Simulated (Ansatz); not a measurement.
Harmonic frequencies (cm⁻¹) at PBE0-D4/def2-TZVP from Ansatz: 155, 286, 314, 396, 545, 668, 736, 876, 1004, 1155, 1219, 1310, 1418, 1651, 2705, 3108, 3566, 3675.

Each molecule was computed in one conformer, which needn't be the lowest.

(1) Which molecule is it?
A. `NC(F)S`
B. `[SiH3][O][SbH2]`
C. `O=C(O)CS`
D. `B[SiH2]Br`

## Answers

(1) A.
